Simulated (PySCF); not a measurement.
A structure optimised at PBE0-D3(BJ)/def2-SVP, used in a PySCF frequency run:

```xyz
14

C      2.5437     0.1375    -0.2379
C      1.1075     0.5128    -0.0069
O      0.5792     1.4134    -0.6335
C      0.3265    -0.2846     0.9997
Si    -1.2547    -0.9488     0.1738
O     -2.0208     0.3597    -0.4910
H      2.6045    -0.9193    -0.5447
H      2.9826     0.7779    -1.0125
H      3.1146     0.2293     0.6996
H      0.9227    -1.0722     1.4832
H     -0.0338     0.4096     1.7784
H     -0.8588    -1.9757    -0.8408
H     -2.1330    -1.5873     1.1931
H     -1.3660     1.0426    -0.7231
```

Problem. Write its SMILES and formula.

Solution. CC(=O)C[SiH2]O, C3H8O2Si

Problem. What are its rotational constants (standard atomic weights)?

Solution. 5.3503, 1.8526, 1.5215 GHz
